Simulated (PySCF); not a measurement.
Allylcyclopentane, C₈H₁₄.
Bonds: C1–C2 (double), C2–C3, C3–C4, C4–C5, C5–C6, C6–C7, C7–C8, C4–C8. Hydrogens: H9, H10 on C1; H11 on C2; H12, H13 on C3; H14 on C4; H15, H16 on C5; H17, H18 on C6; H19, H20 on C7; H21, H22 on C8.

Method: PBE0-D3(BJ)/def2-SVP geometry optimisation, gas phase in PySCF 2.14.0; density fitting, grid level 1; the optimiser is geomeTRIC in internal coordinates, started from a GFN2-xTB structure.

Step 0: E = -8508.2216 eV
```
atom  x, y, z in Å  |  force x, y, z in eV/Å
C1      3.1723   -0.9795   -0.3898    0.294  -0.235   0.062
C2      2.1721   -0.4186   -1.0423   -0.432   0.678   0.141
C3      1.3180    0.6843   -0.5048   -0.309  -0.559  -0.399
C4     -0.1545    0.2753   -0.4417    0.368   0.341   0.694
C5     -1.0763    1.3838    0.0685   -0.241  -0.549  -0.240
C6     -2.3650    0.6501    0.4492    0.359  -0.048   0.060
C7     -1.9361   -0.7827    0.8226    0.245   0.238  -0.083
C8     -0.4287   -0.8583    0.5482   -0.460   0.175  -0.392
H9      3.4504   -0.6608    0.6017    0.123   0.226   0.586
H10     3.7607   -1.7750   -0.8148    0.305  -0.471  -0.289
H11     1.9124   -0.7583   -2.0372   -0.068  -0.230  -0.498
H12     1.4091    1.5580   -1.1579    0.059   0.325  -0.149
H13     1.6621    0.9680    0.4920    0.099   0.170   0.318
H14    -0.4830   -0.0314   -1.4404   -0.138  -0.096  -0.324
H15    -0.6289    1.8459    0.9507    0.205   0.190   0.286
H16    -1.2478    2.1620   -0.6746    0.005   0.360  -0.204
H17    -2.8800    1.1466    1.2704   -0.277   0.198   0.216
H18    -3.0456    0.6284   -0.4026   -0.268   0.032  -0.243
H19    -2.1566   -1.0072    1.8654   -0.129  -0.170   0.329
H20    -2.4722   -1.5085    0.2112   -0.205  -0.278  -0.134
H21    -0.1256   -1.8293    0.1596    0.198  -0.348  -0.037
H22     0.1329   -0.6735    1.4657    0.266   0.051   0.302
```

Task: Estimate the geometry and energy of step 1. (The exact step hangs on the optimiser's Hessian estimate; all steps are aligned on step 0, rigid shifts and turns removed.)

Result: E = -8508.2855 eV, largest force 0.151 eV/Å
```
atom  x, y, z in Å  |  force x, y, z in eV/Å
C1      3.2040   -0.9833   -0.3974    0.055   0.003   0.062
C2      2.1917   -0.4147   -1.0522   -0.036  -0.082  -0.121
C3      1.3162    0.6748   -0.5269    0.014   0.117   0.095
C4     -0.1528    0.2771   -0.4214   -0.042  -0.057  -0.112
C5     -1.0795    1.3820    0.0825    0.048   0.116  -0.001
C6     -2.3758    0.6555    0.4476   -0.092   0.036  -0.002
C7     -1.9533   -0.7836    0.8225   -0.061  -0.077   0.037
C8     -0.4435   -0.8596    0.5594    0.098  -0.054   0.039
H9      3.4793   -0.6596    0.6130   -0.005  -0.017  -0.028
H10     3.7990   -1.7869   -0.8409   -0.017   0.021   0.000
H11     1.9488   -0.7752   -2.0631    0.014   0.019   0.052
H12     1.3973    1.5573   -1.1899   -0.010  -0.033   0.027
H13     1.6749    0.9943    0.4695   -0.008  -0.004  -0.060
H14    -0.5040   -0.0340   -1.4273    0.010   0.020   0.064
H15    -0.6270    1.8410    0.9816   -0.018  -0.027  -0.035
H16    -1.2271    2.1917   -0.6509    0.011  -0.021   0.029
H17    -2.9217    1.1617    1.2591    0.015  -0.010  -0.027
H18    -3.0563    0.6397   -0.4197    0.027   0.000   0.025
H19    -2.1943   -1.0282    1.8690    0.009   0.002  -0.032
H20    -2.4943   -1.5182    0.2044    0.017   0.024   0.016
H21    -0.1140   -1.8428    0.1896   -0.001   0.028   0.012
H22     0.1224   -0.6695    1.4906   -0.030  -0.005  -0.040
```

The energy changes by -0.0639 eV. The first-order estimate −F·Δx gives -0.1376 eV and the mean of the old and new forces, exact on a quadratic surface, -0.0645 eV. The step makes an angle of 68° with the force vector and moves no atom by more than 0.048 Å.

The cost below is that of the whole optimisation. The run took about 3 min of CPU time (one thread, shared machine).
